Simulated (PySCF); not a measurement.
Energy of Sb (antimony, neutral) between two integer charges

The 5p alpha orbital of [Kr] 4d10 5s2 5p3 is emptied in steps (occupation f), with all orbitals relaxed, ending at [Kr] 4d10 5s2 5p2. Calculation: PySCF 2.14, in x2c-TZVPall (8s6p4d2f, 60 functions); scalar relativity by spin-free X2C-1e. The exact energy is a straight line in f; departures are measured from the line between the end points of the same method.

```json
{"f": "1", "UHF (eV)": "0.000", "LDA (eV)": "0.000", "PBE (eV)": "0.000", "PBE0 (eV)": "0.000", "r2SCAN (eV)": "0.000", "LC-wPBE (eV)": "0.000", "BHandHLYP (eV)": "0.000", "wB97X (eV)": "0.000", "BLYP (eV)": "0.000", "r2SCAN0 (eV)": "0.000"}
{"f": "0.8", "UHF (eV)": "0.072", "LDA (eV)": "-0.596", "PBE (eV)": "-0.577", "PBE0 (eV)": "-0.415", "r2SCAN (eV)": "-0.542", "LC-wPBE (eV)": "-0.015", "BHandHLYP (eV)": "-0.268", "wB97X (eV)": "-0.057", "BLYP (eV)": "-0.592", "r2SCAN0 (eV)": "-0.394"}
{"f": "0.6", "UHF (eV)": "0.107", "LDA (eV)": "-0.896", "PBE (eV)": "-0.866", "PBE0 (eV)": "-0.620", "r2SCAN (eV)": "-0.806", "LC-wPBE (eV)": "-0.019", "BHandHLYP (eV)": "-0.402", "wB97X (eV)": "-0.087", "BLYP (eV)": "-0.889", "r2SCAN0 (eV)": "-0.584"}
{"f": "0.4", "UHF (eV)": "0.106", "LDA (eV)": "-0.897", "PBE (eV)": "-0.866", "PBE0 (eV)": "-0.618", "r2SCAN (eV)": "-0.798", "LC-wPBE (eV)": "-0.016", "BHandHLYP (eV)": "-0.401", "wB97X (eV)": "-0.089", "BLYP (eV)": "-0.890", "r2SCAN0 (eV)": "-0.576"}
{"f": "0.2", "UHF (eV)": "0.070", "LDA (eV)": "-0.599", "PBE (eV)": "-0.577", "PBE0 (eV)": "-0.410", "r2SCAN (eV)": "-0.527", "LC-wPBE (eV)": "-0.008", "BHandHLYP (eV)": "-0.267", "wB97X (eV)": "-0.061", "BLYP (eV)": "-0.594", "r2SCAN0 (eV)": "-0.379"}
{"f": "0", "UHF (eV)": "0.000", "LDA (eV)": "0.000", "PBE (eV)": "0.000", "PBE0 (eV)": "0.000", "r2SCAN (eV)": "0.000", "LC-wPBE (eV)": "0.000", "BHandHLYP (eV)": "0.000", "wB97X (eV)": "0.000", "BLYP (eV)": "0.000", "r2SCAN0 (eV)": "0.000"}
```

| method | E(f=0) − E(f=1) (eV) | −ε at f=1 (eV) | −ε at f=0.4 (eV) |
| --- | --- | --- | --- |
| UHF | 8.577 | 9.033 | 8.483 |
| LDA | 9.114 | 5.401 | 9.855 |
| PBE | 8.936 | 5.333 | 9.660 |
| PBE0 | 9.028 | 6.431 | 9.556 |
| r2SCAN | 9.171 | 5.756 | 9.874 |
| LC-wPBE | 9.101 | 8.999 | 9.133 |
| BHandHLYP | 8.847 | 7.170 | 9.183 |
| wB97X | 8.758 | 8.404 | 8.820 |
| BLYP | 8.682 | 4.992 | 9.419 |
| r2SCAN0 | 9.199 | 6.711 | 9.719 |

Orbital energy along the path (eV):

```
  f     UHF      LDA      PBE     PBE0   r2SCAN  LC-wPBE  BHandHLYP   wB97X     BLYP  r2SCAN0
  1  -9.033   -5.401   -5.333   -6.431   -5.756   -8.999     -7.170  -8.404   -4.992   -6.711
0.8  -8.845   -6.873   -6.770   -7.478   -7.159   -9.055     -7.843  -8.540   -6.457   -7.742
0.6  -8.662   -8.358   -8.214   -8.521   -8.539   -9.101     -8.514  -8.677   -7.933   -8.751
0.4  -8.483   -9.855   -9.660   -9.556   -9.874   -9.133     -9.183  -8.820   -9.419   -9.719
0.2  -8.310  -11.358  -11.102  -10.577  -11.169   -9.145     -9.850  -8.978  -10.908  -10.645
  0  -8.143  -12.857  -12.536  -11.582  -12.440   -9.128    -10.519  -9.155  -12.395  -11.539
```

Reference removal energy between the ground levels: 8.608 eV (measured; NIST Atomic Spectra Database, ionization energies). The calculation has no spin-orbit coupling. UHF lacks correlation.
